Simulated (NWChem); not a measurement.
System: C2BrCl2F; SMILES C(F)(=C(Cl)Cl)Br

The following NWChem deck was run.

```
start job
memory heap 200 mb stack 900 mb global 1100 mb
geometry units angstroms noautosym nocenter noautoz
  F     -1.967526     0.044970     0.000000
  C     -0.654730     0.114689     0.000000
  Br     0.017877     1.848721     0.000000
  C      0.098689    -0.998335     0.000000
  Cl    -0.654000    -2.539762     0.000000
  Cl     1.807915    -0.968062     0.000000
end
basis spherical
  * library def2-svp
end
dft
  xc xpbe96 cpbe96
  iterations 150
end
cosmo
  do_cosmo_smd true
  solvent dcm
end
task dft energy
```

The geometry was optimised at PBE0/def2-SVP. Solvent: dichloromethane.

Level: PBE/def2-SVP with SMD (1 M gas to 1 M solution), gas-phase geometry.

What results follow from this input? (PBE/def2-SVP, SMD on the gas-phase geometry.) Quantities: solvation free energy (kcal/mol); cavity-dispersion-structure term (kcal/mol); dipole in solution (D).


```json
{
 "solvation free energy (kcal/mol)": "-3.1",
 "cavity-dispersion-structure term (kcal/mol)": "-2.7",
 "dipole in solution (D)": "0.54"
}
```
